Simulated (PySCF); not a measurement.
C2H7FOSi2, SMILES C=C[Si@@H](F)O[SiH3].

Geometry: PBE-D3(BJ)/def2-SVP. The structure was generated by enumeration; whether it is a known compound was not checked. One conformer was computed; it need not be the lowest.

Two levels are set side by side: TDA-PBE/def2-SVPD (PySCF) and TDA-M06-2X/def2-SVPD (PySCF). Vertical, same geometry. The lowest singlet is HOMO−1→LUMO 94 % with PBE and HOMO−1→LUMO 77 %, HOMO−3→LUMO 12 % with the other functional; states are paired by order. Differences are taken from unrounded values.

```
quantity                               TDA-M06-2X
-------------------------------------  ----------
lowest singlet excitation (eV)               6.40
lowest triplet excitation (TDA) (eV)         4.45
first bright state (f over 0.05) (eV)        7.57
its oscillator strength                      0.33
```

**Question.** What does TDA-PBE give, and how far is it from TDA-M06-2X? (Estimate from the structure and the level; the computed values follow.)

**Answer.** 
```
quantity                               TDA-PBE  TDA-PBE minus TDA-M06-2X
-------------------------------------  -------  ------------------------
lowest singlet excitation (eV)            5.50                     -0.89
lowest triplet excitation (TDA) (eV)      4.22                     -0.23
first bright state (f over 0.05) (eV)     6.48                     -1.09
its oscillator strength                   0.08                     -0.25
```

Functionals without exact exchange tend to place singlet excitations lower, as here. Differences between two approximate levels are no errors against the true value.

Rough cost on one machine, each run with all the roots and properties that it gave: TDA-M06-2X against TDA-PBE about 10 times.
